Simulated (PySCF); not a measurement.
C3H7PSi: core ionisation energies

Compound: C3H7PSi.
Atom-mapped SMILES: `[CH3:1][SiH:2]([CH3:3])[C:4]#[P:5]`

Method used: delta-SCF UKS SCAN, pcX-2 on the ionised atom, pcseg-1 elsewhere, spin-free X2C (PySCF). Binding energies are ΔSCF values: E(core-ionised, relaxed orbitals) − E(ground state) at a fixed geometry, referred to the vacuum level.

**Question.** List the computed XPS lines with their assignment.

**Answer.** 
```json
{"atom(s)": "P5", "bonded to": "C (triple bond)", "level": "P 1s", "binding energy (eV)": "2149.75", "2p1/2 (eV)": "–", "count": "1"}
{"atom(s)": "Si2", "bonded to": "3 C and H", "level": "Si 1s", "binding energy (eV)": "1846.38", "2p1/2 (eV)": "–", "count": "1"}
{"atom(s)": "C1/C3", "bonded to": "3 H and Si", "level": "C 1s", "binding energy (eV)": "290.03", "2p1/2 (eV)": "–", "count": "2"}
{"atom(s)": "P5", "bonded to": "C (triple bond)", "level": "P 2p3/2", "binding energy (eV)": "136.30", "2p1/2 (eV)": "137.19", "count": "1"}
{"atom(s)": "Si2", "bonded to": "3 C and H", "level": "Si 2p3/2", "binding energy (eV)": "106.53", "2p1/2 (eV)": "107.15", "count": "1"}
```

**Question.** Which effective nuclear charge Zeff reproduces each element's mean 1s value in the hydrogen-like formula E = 13.606 eV × Zeff²?

**Answer.** C (Z = 6): mean 290.0 eV, Zeff = 4.62, Z − Zeff = 1.38; Si (Z = 14): mean 1846.4 eV, Zeff = 11.65, Z − Zeff = 2.35; P (Z = 15): mean 2149.7 eV, Zeff = 12.57, Z − Zeff = 2.43. Means run over the listed sites, weighted by atom count.

**Question.** Which photon energy gives electrons from P 2p3/2 of P5 a kinetic energy of 150 eV, and what is their de Broglie wavelength?

**Answer.** hν = 136.30 + 150 = 286.30 eV, recoil neglected; λ = 12.264 Å/√(E/eV) = 1.00 Å.

Atoms equivalent by their bonding share one computed value, that of the first of them. The list is incomplete; no value stands for C 1s of C4 (hole states with ⟨S²⟩ of 1 or more are left out). The 2p values aren't plain energy differences: one relaxed spin-free 2p hole is combined with a matrix within the shell (ground-state 2p orbital-energy differences and spin–orbit coupling). 2p3/2, the mean of its two sublevels, lies a third of the splitting below the shell's mean and 2p1/2 two thirds above it; the statistical areas are 2:1. 2p1/2 minus 2p3/2 (ligand field included): Si 0.62 eV, P 0.89 eV. Geometry: GFN2-xTB; no solvent, vibrations or thermal averaging.
